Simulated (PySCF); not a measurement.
Static response to an electric field

Compound: CH11NSi3.
Numbering: `[CH3:1][SiH2:2][N:3]([SiH3:4])[SiH3:5]` (hydrogens: H6, H7, H8 on C1; H9, H10 on Si2; H11, H12, H13 on Si4; H14, H15, H16 on Si5)

Cartesian coordinates in Å at the GFN2-xTB level; atoms count from 1:
```
atom  x, y, z in Å
C1    -2.2303   -0.7749    0.2620
Si2   -1.0509    0.6223   -0.2208
N3     0.5872    0.2559    0.2649
Si4    1.1097   -1.4072    0.3599
Si5    1.7201    1.5777    0.3641
H6    -3.2486   -0.5205   -0.0148
H7    -1.9733   -1.7043   -0.2357
H8    -2.2148   -0.9575    1.3318
H9    -1.4420    1.8607    0.4613
H10   -1.0879    0.8246   -1.6783
H11    0.7988   -2.0928   -0.8990
H12    0.4143   -2.0580    1.4740
H13    2.5523   -1.4175    0.5892
H14    2.8439    1.1389    1.1877
H15    2.1767    1.9527   -0.9790
H16    1.0372    2.7087    0.9888
```

Level: CAM-B3LYP/def2-SVPD (PySCF), static field, nuclei fixed, core orbitals frozen in the response. The polarisability tensor in these axes (au):

```
x   103.63   3.90   2.08
y     3.90 100.28  -1.58
z     2.08  -1.58  84.03
```

Task: Give the principal values, the mean and the anisotropy Δα = √{½[(α1 − α2)² + (α2 − α3)² + (α1 − α3)²]}.

Result: Principal values 83.57, 98.14 and 106.23 au; mean 95.98 au = 14.22 Å³ = 15.83 × 10⁻⁴⁰ C²·m²/J; Δα = 19.89 au (21 % of the mean).

Task: What is the dipole moment, and where does it point?

Result: (-0.42, -0.45, 0.16) D, 0.64 D in size, pointing from the negative to the positive side. Measured along this direction, the outermost atoms are H15 at the negative end and H6, H8 and H7 at the positive end.

Task: What depolarisation ratio follows for Rayleigh scattering of linearly polarised light, taking the static tensor?

Result: ρ = 3Δα²/(45ᾱ² + 4Δα²) = 1186.8/(414564 + 1582.4) = 0.00285.

Task: Find the Langevin capture rate constant for H3+ (3.023 u) meeting this molecule (121.020 u), k = 2.342 × 10⁻⁹ cm³/s × √(α in Å³ / reduced mass in u).

Result: The reduced mass is 2.95 u, so k = 5.14 × 10⁻⁹ cm³/s. The formula leaves out the permanent dipole, which adds to the capture rate.

Task: What would n − 1 = 2πNα be for an ideal gas of these molecules at 400 K and 1 atm, electronic part alone?

Result: N = p/kT = 1.8347 × 10¹⁹ cm⁻³, so n − 1 = 2π × N × 14.22 × 10⁻²⁴ cm³ = 1640 × 10⁻⁶ at long wavelengths.

Task: Along which axes do the principal values lie, and how far do the nuclei extend along each?

Result: Largest value along (0.84, 0.54, 0.04), where the nuclei span 6.07 Å; middle along (-0.53, 0.83, -0.17), 4.85 Å; least along (-0.13, 0.12, 0.98), 2.89 Å. The response follows the extents in order.

Task: What are the principal values of the traceless quadrupole moment, Θ = ½Σq(3rr − r²1), about the centre of nuclear charge?

Result: -2.02, -0.76, 2.78 D·Å. The values depend on the origin, since the dipole doesn't vanish. The electronic extent ⟨r²⟩ about the same centre is 1070 bohr², a root-mean-square distance of 2.13 Å for the 66 electrons.

Geometry: GFN2-xTB, one conformer, isolated molecule.
